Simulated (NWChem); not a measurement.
System: C₃ClF₃; SMILES FC(F)=C=C(Cl)F

Input file for NWChem:

```
start job
memory heap 200 mb stack 900 mb global 1100 mb
geometry units angstroms noautoz
  F      0.155580     2.388961    -1.083249
  C      0.028280     1.638178     0.000000
  F      0.155580     2.388961     1.083249
  C     -0.190532     0.355629     0.000000
  C     -0.389126    -0.927821     0.000000
  F     -1.594407    -1.499448     0.000000
  Cl     0.869326    -2.132242     0.000000
end
basis spherical
  * library def2-tzvpp
end
dft
  xc b3lyp
  iterations 150
  semidirect filesize 400000000
  mulliken
end
task dft energy
```

Geometry: optimised at B3LYP/6-31G* (spherical d).

Problem. What results follow from this input? (B3LYP/def2-TZVPP.) Quantities: basis functions; energy (Ha); highest occupied level (eV); orbital gap (eV); dipole (D).

Solution. number of basis functions: 228
energy (Ha): -874.16
highest occupied level (eV): -8.17
orbital gap (eV): 6.76
dipole (D): 0.40
